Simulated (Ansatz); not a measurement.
Start from `COB(F)O[SiH3]` and change one atom or group to get `COB(O)O[SiH3]`.

Ansatz, PBE0-D4/def2-TZVP geometries, multiplicity 1. Each molecule was computed in one conformer, which needn't be the lowest.

```csv
property,`COB(F)O[SiH3]`
LUMO energy (ωB97M-V/def2-TZVPP) / eV,1.73
HOMO energy (PBE0/def2-TZVPP) / eV,-8.88
size of the dipole moment (PBE/def2-TZVPP) / D,1.68
LUMO energy (B3LYP/def2-TZVPP) / eV,-0.07
LUMO energy (PBE0/def2-TZVPP) / eV,0.17
HOMO–LUMO gap (PBE/def2-TZVPP) / eV,6.64
```

(1) What does the change do to each property? (Best estimate.)

## Answers

(1) Computed: 
| property | `COB(O)O[SiH3]` | shift |
| --- | --- | --- |
| LUMO energy (ωB97M-V/def2-TZVPP) / eV | 1.76 | 0.03 |
| HOMO energy (PBE0/def2-TZVPP) / eV | -8.67 | 0.21 |
| size of the dipole moment (PBE/def2-TZVPP) / D | 2.95 | 1.27 |
| LUMO energy (B3LYP/def2-TZVPP) / eV | 0.00 | 0.07 |
| LUMO energy (PBE0/def2-TZVPP) / eV | 0.29 | 0.12 |
| HOMO–LUMO gap (PBE/def2-TZVPP) / eV | 6.57 | -0.07 |

With PBE0 the HOMO rises by 0.21 eV and the LUMO rises by 0.12 eV, so the gap narrows by about 0.09 eV. PBE moves the HOMO by 0.19 eV and ωB97M-V by 0.22 eV. Dipoles are sizes alone; their direction can turn.

B3LYP here is the variant with VWN-RPA as its local correlation; programs differ in this.
